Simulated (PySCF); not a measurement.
# Working with the constants of SiBi

UHF-CCSD(T) constants of SiBi, ²Π (doublet), unpaired electrons π ↑ (PySCF, scalar-relativistic core potentials, basis sets Si cc-pV(D+d)Z, Bi cc-pVDZ-PP with ECP60; masses 27.9769 and 208.9804 u):

```
ωe              : 354.0 cm⁻¹
ωexe            : 1.38 cm⁻¹
Be              : 0.10834 cm⁻¹
αe              : 0.000482 cm⁻¹
D (centrifugal) : 4.06e-08 cm⁻¹
De to Si + Bi   : 1.92 eV
```

(1) Give the vibrational terms G(v) and spacings up to v = 6.

(2) How well does the Morse estimate ωe²/(4ωexe) reproduce De, and what is D0?

Correlated steps freeze 9 core orbitals. Correlated levels converge slowly with the basis: in double zeta they bind strong bonds too weakly, by up to about 1 eV, and carry superposition errors of some tenths. These are scalar-relativistic numbers at best; spin–orbit coupling would shift them, the dissociation energy most. The state is the lowest determinant that a PBE0 search found; another state may lie lower at other levels.

Answers

(1) G(v) = ωe(v+½) − ωexe(v+½)².

```json
{"v": "0", "G(v) (cm⁻¹)": "177", "G(v) − G(v−1)": "", "Bv (cm⁻¹)": "0.1081"}
{"v": "1", "G(v) (cm⁻¹)": "528", "G(v) − G(v−1)": "351", "Bv (cm⁻¹)": "0.1076"}
{"v": "2", "G(v) (cm⁻¹)": "876", "G(v) − G(v−1)": "348", "Bv (cm⁻¹)": "0.1071"}
{"v": "3", "G(v) (cm⁻¹)": "1222", "G(v) − G(v−1)": "346", "Bv (cm⁻¹)": "0.1067"}
{"v": "4", "G(v) (cm⁻¹)": "1565", "G(v) − G(v−1)": "343", "Bv (cm⁻¹)": "0.1062"}
{"v": "5", "G(v) (cm⁻¹)": "1905", "G(v) − G(v−1)": "340", "Bv (cm⁻¹)": "0.1057"}
{"v": "6", "G(v) (cm⁻¹)": "2243", "G(v) − G(v−1)": "337", "Bv (cm⁻¹)": "0.1052"}
```

(2) It gives 2.81 eV, 147 % of the computed De. D0 = De − G(0) = 1.92 − 0.02 = 1.90 eV.
